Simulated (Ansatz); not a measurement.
Job for Ansatz (a first-principles code): R-CCSD(T)/cc-pVDZ on BH3O3 (SMILES OB(O)O), a point of a torsion scan.

Ansatz 0.2 input:
```yaml
crystal:
  periodic: [false, false, false]
  atoms:
    - {symbol: O, position_ang: [-1.15804776, -0.90899891, 0.12366068]}
    - {symbol: B, position_ang: [-0.40048163, 0.09556005, 0.61566299]}
    - {symbol: O, position_ang: [-0.22275216, 0.14840123, 1.96018601]}
    - {symbol: O, position_ang: [0.09096196, 1.03010678, -0.26015182]}
    - {symbol: H, position_ang: [-1.49242129, -0.74193948, -0.75626280]}
    - {symbol: H, position_ang: [0.35945608, 0.82897978, 2.29383002]}
    - {symbol: H, position_ang: [0.62176076, 1.73719405, 0.10243852]}
basis:
  gaussian:
    orbitals: cc-pVDZ
magnetization: {spin_polarized: false}
correlation: {method: ccsd_t, electrons: outside_noble_gas}
scf: {lower_state_search: off}
```

Task: What total energy does the run end on?

Result: -251.8747 hartree (reference determinant -251.2036, T1 diagnostic 0.012).
